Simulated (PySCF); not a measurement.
## How methods differ on the excitation energy of Ta²⁺

Ta²⁺ [Xe] 4f14 5d3 (4F) → Ta²⁺ [Xe] 4f14 5d2 6s1, s spin flipped, as a difference of total energies. Computed with PySCF 2.14 in aug-cc-pVDZ-PP with ECP60MDF (5s5p4d2f, 54 functions), with scalar relativity through the core potential. Correlated levels: valence: 5s2 5p6 frozen. The calculations carry no spin-orbit coupling.

```
           method  excitation energy (eV)
              UHF                   1.909
    MP2 (valence)                   1.692
SCS-MP2 (valence)                   1.473
```

Task: How much does correlation contribute at MP2 (valence)?

Result: 1.692 − (1.909) = -0.217 eV, measured against UHF.

The upper determinant mixes two multiplicities, so it lies between the two terms.

The coupled-cluster amplitudes are large for the upper state (T1 above 0.03 or a double amplitude above 0.15), so a single reference is strained.
